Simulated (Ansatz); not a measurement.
Relaxation of C₂H₆ClF₂PSi (13 atoms, charge 0, multiplicity 1), to a largest force component of 0.015 eV/Å in at most 40 steps.

These are results of RKS B3LYP-D4/cc-pVDZ in Ansatz, not measurements.

```xyz
13
Properties=species:S:1:pos:R:3:forces:R:3
C 0.095 -2.105 0.075 -1.94 2.15 0.17
C 0.224 -0.656 0.612 -1.46 -2.44 0.48
F 1.541 -0.437 0.730 3.14 0.97 0.42
Si -0.435 0.736 -0.392 -2.18 0.35 0.30
F -2.093 0.496 -0.521 0.65 -0.04 -0.08
P -0.159 2.718 0.560 0.25 1.06 0.13
Cl 0.308 0.787 -2.276 0.43 -0.13 -0.94
H -0.973 -2.305 -0.051 -0.30 -0.37 0.05
H 0.521 -2.770 0.776 0.71 -1.09 0.92
H 0.535 -2.171 -0.889 0.82 -0.21 -1.18
H -0.199 -0.621 1.647 -0.22 0.11 -0.38
H 0.317 2.190 1.800 -0.14 -0.06 0.10
H -1.536 2.916 0.952 0.27 -0.30 0.01
```

Task: Where does it end, and by what steps?

Result: The forces met the threshold. After 22 steps the energy has fallen by 0.468 eV; H12 moved furthest, 1.04 Å.

```tsv
step	energy less start (eV)	largest force component (eV/Å)	accepted
0	0.0000	3.139	yes
1	-0.3177	1.044	yes
2	-0.3804	0.683	yes
3	-0.3952	0.546	yes
4	-0.3842	1.106	no
5	-0.4052	0.049	yes
6	-0.4074	0.033	yes
7	-0.4102	0.073	yes
8	-0.4110	0.063	yes
9	-0.4118	0.065	yes
10	-0.4142	0.072	yes
11	-0.4156	0.320	yes
12	-0.4208	0.243	yes
13	-0.4379	0.081	yes
14	-0.4430	0.506	yes
15	-0.4503	0.248	yes
16	-0.4647	0.070	yes
17	-0.4665	0.085	yes
18	-0.4671	0.089	yes
19	-0.4678	0.033	yes
20	-0.4680	0.018	yes
21	-0.4679	0.032	no
22	-0.4680	0.006	yes
```

```xyz
13
Properties=species:S:1:pos:R:3
C 0.096 -2.036 0.063
C 0.030 -0.670 0.717
F 1.325 -0.276 1.130
Si -0.599 0.744 -0.394
F -2.182 0.413 -0.727
P -0.446 2.827 0.464
Cl 0.442 0.689 -2.203
H -0.914 -2.360 -0.235
H 0.507 -2.776 0.767
H 0.732 -2.012 -0.835
H -0.600 -0.704 1.626
H 0.858 2.522 0.979
H -1.103 2.416 1.675
```

Time of the run: 56 s on 2 threads of AMD EPYC 9R45 96-Core Processor (Zen 5), on a shared host, peak memory 0.47 GiB.
